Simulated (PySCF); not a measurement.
CH2Cl6Si2. Atoms are numbered in the order given.

```xyz
11

Cl    -0.6052     3.1096     1.4327
Si     0.0017     1.5991     0.1863
Cl     1.8862     2.0280    -0.4820
Cl    -1.2768     1.5240    -1.4090
C      0.0000     0.0000     1.1319
Si    -0.0017    -1.5991     0.1863
Cl    -1.8862    -2.0280    -0.4820
Cl     1.2768    -1.5240    -1.4090
Cl     0.6052    -3.1096     1.4327
H      0.8885     0.0092     1.7865
H     -0.8885    -0.0092     1.7865
```

The structure is a stationary point at PBE0-D3(BJ)/def2-SVP. The isomer is the one that the SMILES or the coordinates give; other isomers of the formula were not compared. The values are those of a single conformer.

These are PBE0/pcSseg-1 run with PySCF values and carry that method's errors.

GIAO shieldings, no solvent; atoms listed in one row are averaged. δ = σ(ref) − σ: ³⁵Cl against HCl (σ = 945.9 ppm); ²⁹Si against TMS (σ = 352.7 ppm); ¹³C against TMS (σ = 186.3 ppm); ¹H against TMS (σ = 31.56 ppm), references at their B3LYP-D3(BJ)/def2-TZVP geometries, non-relativistic (without spin–orbit terms, shifts of atoms bonded to Cl or Br come out too high).

Computed chemical shifts:
```tsv
nucleus	atoms	count	δ (ppm)
³⁵Cl	Cl9, Cl1	2	164.6
³⁵Cl	Cl7, Cl3	2	159.4
³⁵Cl	Cl8, Cl4	2	157.5
²⁹Si	Si2, Si6	2	32.2
¹³C	C5	1	27.8
¹H	H10, H11	2	1.52
```
